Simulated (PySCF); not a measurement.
**Computed structure and properties of Nd2(OH)6**

System: Nd2(OH)6 (singlet in the valence; each metal's 4f electrons, 3 of them, lie in its core potential, out of spins and levels); start: displaced along the imaginary mode (C2h). Method: PySCF 2.14.0, RKS BP86, Nd lcecp-1-SVP with ECP49, O def2-SVP, H def2-SVP; non-relativistic Hamiltonian with scalar-relativistic core potentials where named; density fitting; no spin-orbit coupling.

Input of the relaxation:

```python
mol = gto.M(atom='''
Nd    -0.00000    -0.00000     1.85538
Nd     0.00000     0.00000    -1.85538
O      1.45218    -0.04658     0.00000
H      2.42645    -0.25000     0.00000
O     -1.45218     0.04658    -0.00000
H     -2.42645     0.25000    -0.00000
O     -0.02747     1.80499     2.95609
H     -0.02046     2.59617     3.51418
O      0.02747    -1.80499     2.95609
H      0.02046    -2.59617     3.51418
O     -0.02747     1.80499    -2.95609
H     -0.02046     2.59617    -3.51418
O      0.02747    -1.80499    -2.95609
H      0.02046    -2.59617    -3.51418''',
    basis={'Nd': 'lcecp-1-SVP', 'O': 'def2-SVP', 'H': 'def2-SVP'},
    ecp={'Nd': 'lcecp-1-SVP'},
    charge=0, spin=0)
mf = dft.RKS(mol, xc='B88,P86')
mf.grids.atom_grid = (50, 194)  # f atoms: unpruned, at least (60, 302)
mf = mf.density_fit()  # fitting sets: Nd AutoAux, O def2-universal-JKFIT, H def2-universal-JKFIT
mf.conv_tol = 1e-08; mf.max_cycle = 55
mf.kernel(dm0)  # dm0: converged density of the start geometry
# quasi-Newton relaxation in Cartesian coordinates to a largest gradient under 0.00045 Eh/bohr, steps kept in the point group
```

Run from Python with OMP_NUM_THREADS=4; the lines above give its settings. Where DIIS fails, smearing, a level shift and second-order steps follow.
It took 2.1 min on 4 threads of Intel(R) Xeon(R) 6975P-C (Granite Rapids), on a shared host, from the converged density of the start.

Course of the relaxation:

| step | energy above end (eV) | largest force component within the symmetry (eV/Å) |
| --- | --- | --- |
| 0 | 0.0263 | 0.932 |
| 1 | 0.0061 | 0.071 |
| 2 | 0.0060 | 0.024 |
| 3 | 0.0057 | 0.038 |
| 4 | 0.0054 | 0.063 |
| 5 | 0.0050 | 0.086 |
| 6 | 0.0041 | 0.191 |
| 7 | 0.0030 | 0.215 |
| 8 | 0.0007 | 0.044 |
| 9 | 0.0008 | 0.132 |
| 10 | 0.0004 | 0.025 |
| 11 | 0.0002 | 0.022 |
| 12 | 0.0000 | 0.023 |
| 13 | 0.0000 | 0.010 |

Relaxed geometry (C2h):

```xyz
14

Nd    0.0000    0.0000    1.8573
Nd    0.0000    0.0000   -1.8573
O     1.4466   -0.1148    0.0000
H     2.3243   -0.5402    0.0000
O    -1.4466    0.1148    0.0000
H    -2.3243    0.5402    0.0000
O    -0.1155    1.8086    2.9487
H    -0.1185    2.6019    3.5039
O     0.1155   -1.8086    2.9487
H     0.1185   -2.6019    3.5039
O    -0.1155    1.8086   -2.9487
H    -0.1185    2.6019   -3.5039
O     0.1155   -1.8086   -2.9487
H     0.1185   -2.6019   -3.5039
```

| contact | Å |
| --- | --- |
| Nd1–O3 (OH) | 2.357 |
| Nd1–O5 (OH) | 2.357 |
| Nd1–O7 (OH) | 2.116 |
| Nd1–O9 (OH) | 2.116 |
| Nd2–O11 (OH) | 2.116 |
| Nd2–O13 (OH) | 2.116 |

On the finer grid (75, 302):

| Property | Result |
| --- | --- |
| HOMO | -6.02 eV |
| LUMO | -1.41 eV |
| Dipole about the centre of mass | 0.00 D |
| Set of Mulliken populations of Nd1 outside the core potential | s 2.18, p 6.32, d 1.52, f 0.09 |
| D3(BJ) dispersion energy (not in the energies) | -0.582 eV |

```tsv
atom	Mulliken (e)	Löwdin (e)	spin (e)
Nd1	0.89	0.52	0.00
Nd2	0.89	0.52	0.00
O3	-0.56	-0.25	0.00
H4	0.22	0.11	0.00
O5	-0.56	-0.25	0.00
H6	0.22	0.11	0.00
O7	-0.45	-0.27	0.00
H8	0.17	0.08	0.00
O9	-0.45	-0.27	0.00
H10	0.17	0.08	0.00
O11	-0.45	-0.27	0.00
H12	0.17	0.08	0.00
O13	-0.45	-0.27	0.00
H14	0.17	0.08	0.00
```

The 4f levels lie in the core potential and are missing. Their spin isn't counted.

On the grid (50, 194), as all that follows. Harmonic modes: a minimum within the noise of the softest modes; lowest -6 cm⁻¹ (negative: unstable), highest 3830 cm⁻¹, zero-point energy 1.991 eV.

Taking off one OH (charge -1, singlet; the rest: singlet) in vacuum, both parts rigid, costs 12.01 eV; the small basis without counterpoise inflates it. Most of it is the attraction of opposite charges; other ways to part are cheaper, and one spin state was tried for the rest.

Rigid scan of OH along the line from its metal:

(distance to O3 (Å), energy (eV)): (2.06, 0.539), (2.16, 0.205), (2.26, 0.044), (2.36, 0.000), (2.46, 0.034), (2.56, 0.117), (2.76, 0.363), (3.06, 0.805), (3.46, 1.447), (3.96, 2.401)

One start shape was tried, so this needn't be the lowest isomer.

An lcecp potential fixes the number of 4f electrons, so in runs with it no electron can move into or out of that shell.
